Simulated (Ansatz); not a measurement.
Gas-phase electronic energies from Ansatz, PBE0-D4/def2-TZVP geometries. CCSD(T)/CBS adds triple-zeta CCSD(T) − MP2 to the extrapolated MP2 energy (def2 sets, frozen cores). This one scheme is used for every species. DFT in def2-TZVPP. HSE06 is defined as in plane-wave codes. Each species was taken in one conformer, which may not be the lowest.

Consider the formal exchange of groups at the Si–C bond: `CC[SiH](F)S` + fluoromethane → `FC[SiH](F)S` + ethane.

`CC[SiH](F)S`:

```xyz
12

C     0.242    0.279   -1.671
C     0.299    0.583   -0.175
Si   -0.633   -0.646    0.862
F    -0.045   -2.101    0.532
S    -0.502   -0.230    2.942
H     0.800    1.022   -2.247
H    -0.786    0.283   -2.041
H     0.667   -0.702   -1.894
H     1.338    0.603    0.173
H    -0.113    1.574    0.041
H    -2.085   -0.688    0.567
H     0.818    0.024    2.912
```

`CF`:

Z-matrix (Å, degrees):
```
C
F 1 1.376
H 1 1.092 2 109.1
H 1 1.092 2 109.1 3 -120.0
H 1 1.092 2 109.1 3 120.0
```

`FC[SiH](F)S`:

Cartesian coordinates in Å:
```
F 0.622 0.259 -1.714
C -0.453 0.546 -0.879
Si -0.293 -0.395 0.748
F -0.713 -1.913 0.478
S 1.686 -0.235 1.466
H -1.375 0.274 -1.405
H -0.469 1.626 -0.697
H -1.208 0.145 1.778
H 2.202 -0.307 0.225
```

`CC`:

Cartesian coordinates in Å:
```
C -0.498 -0.457 0.346
C 0.498 0.457 -0.346
H -0.622 -0.189 1.398
H -1.483 -0.403 -0.125
H -0.174 -1.500 0.309
H 0.622 0.189 -1.398
H 1.483 0.403 0.125
H 0.174 1.500 -0.310
```

```
             level  ΔE (kcal/mol)  difference from CCSD(T)/CBS
            PBE-D4            3.1                         -1.2
         r2SCAN-D4            3.4                         -0.9
           PBE0-D4            3.8                         -0.5
        r2SCANh-D4            3.6                         -0.7
          HSE06-D4            3.8                         -0.5
      CAM-B3LYP-D4            3.3                         -1.0
           ωB97X-V            3.6                         -0.7
               PBE            2.7                         -1.6
              BLYP            2.1                         -2.2
              PBE0            3.4                         -0.9
             HSE06            3.4                         -0.9
RPA@PBE/def2-TZVPP            4.3                          0.0
      MP2/def2-SVP            4.2                         -0.1
     CCSD/def2-SVP            3.7                         -0.6
     HF/def2-TZVPP            4.1                         -0.2
SCS-MP2/def2-TZVPP            4.6                          0.3
       CCSD(T)/CBS            4.3                            0
```

Largest T1 diagnostic among the species: 0.012.

From BLYP to BHLYP (50 % exact exchange), in def2-TZVPP and without D4, ΔE moves by +1.3 kcal/mol. Leaving LDA and LC-ωPBE aside and taking each functional with its dispersion term where it has one, the values, not all of them listed here, spread over 1.5 kcal/mol, from BLYP-D4 to PBE-QIDH.

CCSD(T)/CBS has its own doubt, a few kJ/mol and more with outer-core shells, so smaller differences from it don't rank the levels.
